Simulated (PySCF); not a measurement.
C4H6F4Ge.
Atom-mapped SMILES: `[F:1][C:2]([F:3])([F:4])[C@@:5]1([F:6])[CH2:7][CH2:8][GeH2:9]1` (hydrogens: H10, H11 on C7; H12, H13 on C8; H14, H15 on Ge9)

Level: PBE0/def2-SVPD in PySCF, non-relativistic, on one gas-phase PBE0-D3(BJ)/def2-SVP geometry that isn't relaxed in the solvent. The solvent is an IEF-PCM continuum (van der Waals radii × 1.2). Only the electrostatic response of the medium enters. Spin–orbit coupling is left out although an atom past zinc is present.

Gas phase at PBE0/def2-SVPD: HOMO -8.36 eV, LUMO -0.31 eV, dipole 2.98 D.

Problem. What does the continuum do to the energy, the frontier levels and the dipole at PBE0/def2-SVPD in cyclohexane and methanol?

Solution. 
```
    solvent      ε  E(solvent) − E(gas) (kJ/mol)  polarisation term (kJ/mol)  distortion of the solute (kJ/mol)  HOMO (eV)  LUMO (eV)  dipole (D)
cyclohexane  2.017                         -5.06                       -5.37                               0.31      -8.28      -0.17        3.28
   methanol  32.61                        -12.15                      -14.07                               1.92      -8.20      -0.02        3.73
```

The first energy column is the sum of the next two and covers electrostatics alone. From cyclohexane to methanol the lowering changes by a factor 2.40, Onsager's factor (ε − 1)/(2ε + 1) by 2.36 and ε itself by 16.2.

Problem. Which radius a makes the point-dipole formula ΔE = −[(ε − 1)/(2ε + 1)]·μ²/a³ give the value in methanol, with the gas-phase dipole?

Solution. μ = 1.171 au and |ΔE| = 0.00463 Eh give a = 2.76 Å; the farthest nucleus lies 2.83 Å from the centroid of the nuclei, so such a sphere wouldn't even hold the nuclei. The formula assumes a rigid point dipole at the centre of a sphere.

Problem. How does the static polarisability (PBE0/def2-SVPD, frozen core, with the continuum's full static response) change?

Solution. 
```csv
medium,isotropic (au),principal values (au),⟨r²⟩ of the electrons (bohr²)
gas,78.6,"71.1, 77.6, 87.2",1427.6
cyclohexane,87.9,"79.7, 86.0, 97.9",1427.5
methanol,105.0,"97.1, 100.3, 117.6",1427.3
```

The isotropic value in methanol is 1.34 times the gas-phase one; no cavity-field correction is applied. ⟨r²⟩ is taken about the centre of nuclear charge.

Hardware: an AMD EPYC 9R14 with one thread (shared host). Cost: 41 s of wall time, 1.1 GiB resident at most. This is the whole response run at PBE0/def2-SVPD in methanol, SCF included.

The values belong to the conformer `[F:1][C:2]([F:3])([F:4])[C@@:5]1([F:6])[CH2:7][CH2:8][GeH2:9]1`: F1–C2–C5–F6 59°.
